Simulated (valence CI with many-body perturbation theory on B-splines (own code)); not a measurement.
Values are calculated unless marked as measured or tabulated.
**Level structure of Se21+**

Level of theory: configuration interaction combined with many-body perturbation theory (CI+MBPT): three valence electrons over a frozen Dirac-Fock core [Ne], a basis of 11 s, 11 p, 9 d, 7 f, 5 g, 2 h, 1 i functions for each j, with the one-electron correlation potential Σ1, the two-electron term Σ2, the three-electron term Σ3, Breit, model QED; selected CI, second order for the rest (own B-spline code, finite nucleus).

No measured spectrum was set against this ion. As an estimate, levels of excited configurations hold to 0.05 to 0.15 % of their energy, terms of the ground configuration to about 0.5 %.

Levels 46 to 67 of 67, with energies above the lowest level, 3s2 3p 2P°_1/2. "Leading %" is the weight of the configuration and term that name the level; weights of strongly mixed levels are sums over their largest components and can fall short. In the jj column 3d3/2^4 stands for four electrons in 3d with j = 3/2.

```
No.  Configuration  Term    J  E (eV)  Leading %                Leading jj  Second component      g
 46         3p2 3d    4F  7/2  197.93         71  3p1/2 3p3/2 3d5/2 (87 %)    20 % 3p2 3d 4D  1.262
 47         3p2 3d    4D  1/2  198.42         80  3p1/2 3p3/2 3d3/2 (97 %)    18 % 3p2 3d 2P  0.140
 48         3p2 3d    4F  9/2  200.34         73  3p1/2 3p3/2 3d5/2 (81 %)    25 % 3p2 3d 2G  1.271
 49         3p2 3d    4D  3/2  201.51         58  3p1/2 3p3/2 3d5/2 (69 %)    29 % 3p2 3d 2P  1.226
 50         3p2 3d    4D  5/2  201.68         64  3p1/2 3p3/2 3d5/2 (56 %)    14 % 3p2 3d 4F  1.297
 51         3p2 3d    2G  7/2  205.87         73      3p3/2^2 3d3/2 (32 %)     9 % 3p2 3d 4F  0.959
 52         3p2 3d    2P  1/2  206.18         65      3p3/2^2 3d5/2 (50 %)    15 % 3p2 3d 4D  0.828
 53         3p2 3d    4P  5/2  206.79         49  3p1/2 3p3/2 3d5/2 (69 %)    40 % 3p2 3d 2D  1.399
 54         3p2 3d    4D  7/2  206.94         65      3p3/2^2 3d5/2 (82 %)    14 % 3p2 3d 2F  1.318
 55         3p2 3d    4P  3/2  207.76         42  3p1/2 3p3/2 3d3/2 (73 %)    28 % 3p2 3d 2D  1.276
 56         3p2 3d    2G  9/2  209.62         63      3p3/2^2 3d5/2 (78 %)    27 % 3p2 3d 4F  1.170
 57         3p2 3d    4P  1/2  210.62         70  3p1/2 3p3/2 3d3/2 (50 %)    19 % 3p2 3d 2P  2.116
 58         3p2 3d    2D  5/2  212.71         49      3p3/2^2 3d3/2 (37 %)    34 % 3p2 3d 4P  1.349
 59         3p2 3d    4P  3/2  212.73         40      3p3/2^2 3d3/2 (75 %)    40 % 3p2 3d 2D  1.214
 60         3p2 3d    2P  1/2  215.23         63  3p1/2 3p3/2 3d5/2 (70 %)    18 % 3s 3d2 2P  0.937
 61         3p2 3d    2D  3/2  215.31         67  3p1/2 3p3/2 3d5/2 (56 %)    11 % 3p2 3d 2P  0.954
 62         3p2 3d    2F  5/2  218.52         70  3p1/2 3p3/2 3d5/2 (32 %)    13 % 3s 3d2 2F  0.920
 63         3p2 3d    2P  3/2  220.99         49      3p3/2^2 3d5/2 (55 %)    18 % 3p2 3d 2D  1.200
 64         3p2 3d    2S  1/2  221.06         68      3p3/2^2 3d5/2 (39 %)    14 % 3p2 3d 4P  1.971
 65         3p2 3d    2F  7/2  222.60         83      3p3/2^2 3d3/2 (47 %)    11 % 3s 3d2 2F  1.132
 66         3s 3d2    4F  3/2  223.28         99         3s 3d3/2^2 (70 %)                    0.400
 67         3p2 3d    2D  5/2  223.56         53      3p3/2^2 3d5/2 (52 %)    34 % 3s 3d2 4F  1.141
```

Names give the largest LS component (configuration and term), which can be under half, so a name can repeat, a term be missing and a line seem to break the LS rules; names also repeat where a configuration has a term twice.
